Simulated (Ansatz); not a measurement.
Computed with Ansatz on PBE0-D4/def2-TZVP structures; ΔE is electronic, products minus reactants. CCSD(T)/CBS is the MP2 limit (def2-TZVPP, def2-QZVPP) plus CCSD(T) − MP2 in def2-TZVPP, frozen cores. DFT in def2-TZVPP. B3LYP here is the variant with VWN-RPA as its local correlation; programs differ in this. For Ge outer-core shells are correlated without core-valence functions, which leaves a few kJ/mol of doubt a bond. Scalar relativity is left out up to krypton. Each species was taken in one conformer, which may not be the lowest.

Consider the redistribution: `CSB[SiH2]O` + `Cl[CH2][GeH3]` → `CS[BH][GeH3]` + `O[SiH2]CCl`.

```tsv
level	ΔE (kcal/mol)
PBE-D4	-7.9
PBE0-D4	-8.3
B3LYP	-8.3
MP2/CBS(def2)	-9.2
```

(1) What does CCSD(T)/CBS give? (Best estimate.)

Largest T1 diagnostic among the species: 0.014.

## Answers

(1) The calculation gave: -8.9 kcal/mol. The listed levels differ from it by 1.0, 0.6, 0.6, -0.3 kcal/mol.

CCSD(T)/CBS has its own doubt, a few kJ/mol and more with outer-core shells, so smaller differences from it don't rank the levels.
